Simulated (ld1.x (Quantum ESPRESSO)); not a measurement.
## beryllium (Be): RRKJ pseudisation with PBE, scalar-relativistic reference atom.

The input file (ld1.x (Quantum ESPRESSO) 7.5):

```
&input
   title='Be', zed=4., rel=1, dft='PBE', iswitch=3,
   config='[He] 2s1.5 2p0 3d-2',
   nld=3, rlderiv=3.55, eminld=-10.0, emaxld=5.0, deld=0.04
 /
 &inputp
   pseudotype=2, tm=.false., rho0=0.02, lloc=0,
   nlcc=.false.,
   file_pseudopw='Be.UPF', file_wfcaegen='ae.wfc', file_wfcncgen='nc.wfc', file_beta='beta', file_chi='chi'
 /
3
2P  2  1   0.00   0.00  2.95  2.95  0.0
3D  3  2  -2.00   0.15  3.25  3.25  0.0
1S  1  0   2.00   0.00  0.30  0.30  0.0
 &test
   configts(1)='1s2 2s1.5 2p0'
 /
```

Command:

```bash
ld1.x < Be.in > Be.out
```

Output (shortened: banner, matrices, multipoles, cross overlaps and the repeated all-electron block are left out):

```
Program LD1 v.7.5
     --------------------------- All-electron run ----------------------------

     Be
     scalar relativistic calculation

     atomic number is  4.00
     dft =PBE   lsd =0 sic =0 latt =0  beta=0.20 tr2=1.0E-14
     Exchange-correlation= PBE
                           (   1   4   3   4   0   0   0)
     mesh =1041 r(mesh) = 100.85720 a.u. xmin = -7.00 dx = 0.01250
     1 Ry =  13.60569312 eV, c = 137.03599908

     n l     nl                  e(Ry)          e(Ha)          e(eV)
     1 0     1S 1( 2.00)        -8.2019        -4.1010      -111.5927
     2 0     2S 1( 1.50)        -0.6981        -0.3490        -9.4980
     2 1     2P 1( 0.00)        -0.4167        -0.2083        -5.6694

     final scf error:  3.1E-15 reached in  19 iterations

     Etot =     -28.989532 Ry,     -14.494766 Ha,    -394.422676 eV

     Ekin =      28.873242 Ry,      14.436621 Ha,     392.840474 eV
     Encl =     -65.626671 Ry,     -32.813336 Ha,    -892.896351 eV
     Eh   =      12.987756 Ry,       6.493878 Ha,     176.707418 eV
     Exc  =      -5.223859 Ry,      -2.611929 Ha,     -71.074217 eV

     normalization and overlap integrals

     s(1S/1S) =  1.000000  <r> =   0.4204  <r2> =    0.2411  r(max) =   0.2661
     s(2S/2S) =  1.000000  <r> =   2.4288  <r2> =    7.0014  r(max) =   1.9664
     s(2P/2P) =  1.000000  <r> =   2.6941  <r2> =    8.9931  r(max) =   2.0672

     ------------------------ End of All-electron run ------------------------

     --------------------- Generating NC pseudopotential ---------------------

      Generating local pot.: lloc=0, matching radius rcloc =   0.3000

      Wfc   2P  rcut= 2.970  Estimated cut-off energy=       20.03 Ry
      This function has    0 nodes for 0 < r <    2.970

      Wfc   3D  rcut= 3.283  Estimated cut-off energy=       20.96 Ry
      This function has    0 nodes for 0 < r <    3.283

     ------------------- End of pseudopotential generation -------------------

     Computing logarithmic derivative in   3.56076
     Computing logarithmic derivative in   3.56076
     Computing the partial wave expansion
       no projector for channel:   0
     R is outside the sphere for l=    1 j= 0.00
     R is outside the sphere for l=    2 j= 0.00

     ---------------------- Testing the pseudopotential ----------------------

     Be
     scalar relativistic calculation

     atomic number is  4.00   valence charge is  4.00
     dft =PBE   lsd =0 sic =0 latt =0  beta=0.20 tr2=1.0E-14
     mesh =1041 r(mesh) = 100.85720 xmin = -7.00 dx = 0.01250

     n l     nl             e AE (Ry)        e PS (Ry)    De AE-PS (Ry)
     1 0     1S   1( 2.00)       -8.20191       -8.20269        0.00078
     2 0     2S   1( 1.50)       -0.69809       -0.69782       -0.00026
     2 1     2P   1( 0.00)       -0.41669       -0.41669        0.00000

     eps = 5.0E-15  iter = 13

     Etot =     -28.989532 Ry,     -14.494766 Ha,    -394.422676 eV
     Etotps =   -28.975205 Ry,     -14.487603 Ha,    -394.227748 eV

     Ekin =      28.113119 Ry,      14.056559 Ha,     382.498468 eV
     Encl =     -64.850863 Ry,     -32.425431 Ha,    -882.340938 eV
     Ehrt =      12.970821 Ry,       6.485410 Ha,     176.477005 eV
     Ecxc =      -5.208282 Ry,      -2.604141 Ha,     -70.862282 eV

     ---------------------- End of pseudopotential test ----------------------
```

Generation and configuration tests took about 1.1 s on one core of a shared server CPU.

Transferability test of the new file with ld1.x, input:

```
&input
   title='Be', zed=4., rel=1, dft='PBE', iswitch=2,
   config='[He] 2s1.5 2p0 3d-2'
 /
 &test
   file_pseudo='Be.UPF', nconf=8,
   configts(1)='1s2 2s1.5 2p0',
   configts(2)='1s2 2s2 2p0',
   configts(3)='1s2 2s1 2p0',
   configts(4)='1s2 2s0 2p0',
   configts(5)='1s2 2s0 2p1',
   configts(6)='1s2 2s1 2p1',
   configts(7)='1s2 2s0 2p2',
   configts(8)='1s1 2s2 2p0'
 /
```

```bash
ld1.x < Be.test.in > Be.test.out
```

Pseudopotential blocks of its output, shortened (energy terms left out; the distinct warnings before each block abridged to one line each):

```
     ---------------------- Testing the pseudopotential ----------------------

     n l     nl             e AE (Ry)        e PS (Ry)    De AE-PS (Ry)
     1 0     1S   1( 2.00)       -8.20191       -8.20269        0.00078
     2 0     2S   1( 1.50)       -0.69809       -0.69782       -0.00026
     2 1     2P   1( 0.00)       -0.41669       -0.41669        0.00000

     eps = 5.1E-15  iter = 11

     Etot =     -28.989532 Ry,     -14.494766 Ha,    -394.422676 eV
     Etotps =   -28.975205 Ry,     -14.487603 Ha,    -394.227751 eV

     ---------------------- End of pseudopotential test ----------------------

          Warning: n=2, l=1 expected 0 nodes, found 1
     ---------------------- Testing the pseudopotential ----------------------

     n l     nl             e AE (Ry)        e PS (Ry)    De AE-PS (Ry)
     1 0     1S   1( 2.00)       -7.80651       -7.80746        0.00094
     2 0     2S   1( 2.00)       -0.41231       -0.41213       -0.00018
     2 1     2P   1( 0.00)       -0.14836       -0.14836        0.00000

     eps = 1.4E-15  iter = 14

     Etot =     -29.265949 Ry,     -14.632974 Ha,    -398.183519 eV
     Etotps =   -29.251513 Ry,     -14.625757 Ha,    -397.987115 eV
     dEtot_ae =      -0.276417 Ry
     dEtot_ps =      -0.276308 Ry,   Delta E=      -0.000109 Ry

     ---------------------- End of pseudopotential test ----------------------

          ---------------------- Testing the pseudopotential ----------------------

     n l     nl             e AE (Ry)        e PS (Ry)    De AE-PS (Ry)
     1 0     1S   1( 2.00)       -8.65727       -8.65783        0.00056
     2 0     2S   1( 1.00)       -1.00697       -1.00661       -0.00036
     2 1     2P   1( 0.00)       -0.71855       -0.71855        0.00000

     eps = 1.3E-15  iter = 12

     Etot =     -28.563987 Ry,     -14.281994 Ha,    -388.632847 eV
     Etotps =   -28.549814 Ry,     -14.274907 Ha,    -388.440006 eV
     dEtot_ae =       0.425545 Ry
     dEtot_ps =       0.425391 Ry,   Delta E=       0.000153 Ry

     ---------------------- End of pseudopotential test ----------------------

          ---------------------- Testing the pseudopotential ----------------------

     n l     nl             e AE (Ry)        e PS (Ry)    De AE-PS (Ry)
     1 0     1S   1( 2.00)       -9.72259       -9.72249       -0.00010
     2 0     2S   1( 0.00)       -1.53571       -1.53498       -0.00073
     2 1     2P   1( 0.00)       -1.27415       -1.27415        0.00000

     eps = 5.6E-15  iter =  8

     Etot =     -27.244797 Ry,     -13.622399 Ha,    -370.684352 eV
     Etotps =   -27.231120 Ry,     -13.615560 Ha,    -370.498267 eV
     dEtot_ae =       1.744735 Ry
     dEtot_ps =       1.744085 Ry,   Delta E=       0.000650 Ry

     ---------------------- End of pseudopotential test ----------------------

          ---------------------- Testing the pseudopotential ----------------------

     n l     nl             e AE (Ry)        e PS (Ry)    De AE-PS (Ry)
     1 0     1S   1( 2.00)       -8.69537       -8.45045       -0.24493  !
     2 0     2S   1( 0.00)       -1.01051       -0.96265       -0.04785  !
     2 1     2P   1( 1.00)       -0.72432       -0.68739       -0.03693  !

     eps = 5.8E-15  iter = 23

     Etot =     -28.276661 Ry,     -14.138331 Ha,    -384.723579 eV
     Etotps =   -28.276611 Ry,     -14.138306 Ha,    -384.722894 eV
     dEtot_ae =       0.712871 Ry
     dEtot_ps =       0.698594 Ry,   Delta E=       0.014276 Ry

     ---------------------- End of pseudopotential test ----------------------

          ---------------------- Testing the pseudopotential ----------------------

     n l     nl             e AE (Ry)        e PS (Ry)    De AE-PS (Ry)
     1 0     1S   1( 2.00)       -7.91087       -7.92882        0.01795  !
     2 0     2S   1( 1.00)       -0.45311       -0.45432        0.00121
     2 1     2P   1( 1.00)       -0.18631       -0.18692        0.00061

     eps = 5.2E-15  iter = 22

     Etot =     -29.000445 Ry,     -14.500222 Ha,    -394.571149 eV
     Etotps =   -28.986409 Ry,     -14.493204 Ha,    -394.380183 eV
     dEtot_ae =      -0.010913 Ry
     dEtot_ps =      -0.011204 Ry,   Delta E=       0.000291 Ry

     ---------------------- End of pseudopotential test ----------------------

          ---------------------- Testing the pseudopotential ----------------------

     n l     nl             e AE (Ry)        e PS (Ry)    De AE-PS (Ry)
     1 0     1S   1( 2.00)       -8.00017       -7.96525       -0.03492  !
     2 0     2S   1( 0.00)       -0.48384       -0.47994       -0.00390
     2 1     2P   1( 2.00)       -0.21601       -0.21439       -0.00162

     eps = 3.8E-15  iter = 22

     Etot =     -28.732990 Ry,     -14.366495 Ha,    -390.932239 eV
     Etotps =   -28.719092 Ry,     -14.359546 Ha,    -390.743156 eV
     dEtot_ae =       0.256542 Ry
     dEtot_ps =       0.256113 Ry,   Delta E=       0.000429 Ry

     ---------------------- End of pseudopotential test ----------------------

          ---------------------- Testing the pseudopotential ----------------------

     n l     nl             e AE (Ry)        e PS (Ry)    De AE-PS (Ry)
     1 0     1S   1( 1.00)      -11.12149      -11.11939       -0.00210
     2 0     2S   1( 2.00)       -1.32596       -1.32514       -0.00082
     2 1     2P   1( 0.00)       -1.03401       -1.03401        0.00000

     eps = 9.1E-15  iter = 22

     Etot =     -19.837384 Ry,      -9.918692 Ha,    -269.901353 eV
     Etotps =   -19.823119 Ry,      -9.911560 Ha,    -269.707278 eV
     dEtot_ae =       9.152148 Ry
     dEtot_ps =       9.152086 Ry,   Delta E=       0.000062 Ry

     ---------------------- End of pseudopotential test ----------------------
```
